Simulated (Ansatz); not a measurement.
SnMe2 (C2H6Sn). Charge 0, multiplicity 1. Geometry PBE0-D4/def2-TZVP; atoms count from 1.

```xyz
9

C    -0.2909    1.5497    0.1923
C     0.2534   -1.5579   -0.1782
Sn   -1.3846   -0.3103    0.5684
H    -0.0606    1.6225   -0.8759
H     0.6646    1.5271    0.7263
H    -0.8476    2.4369    0.4952
H     1.1417   -1.3902    0.4402
H     0.5107   -1.2564   -1.1987
H     0.0134   -2.6214   -0.1696
```

In the def2 sets Sn takes a core potential; there is no spin–orbit coupling.

(1) Estimate the Mulliken populations from the PBE0/def2-TZVP orbitals of Ansatz.

(2) And the Mayer bond orders between heavy atoms (over 0.3)?

Results:

(1) 
```
atom  charge (e)
  C1       -0.67
  C2       -0.67
 Sn3        0.54
  H4        0.13
  H5        0.13
  H6        0.14
  H7        0.13
  H8        0.13
  H9        0.14
```
Mulliken values depend strongly on the basis.

(2) C1–Sn3 0.85 (2.19 Å); C2–Sn3 0.85 (2.19 Å).
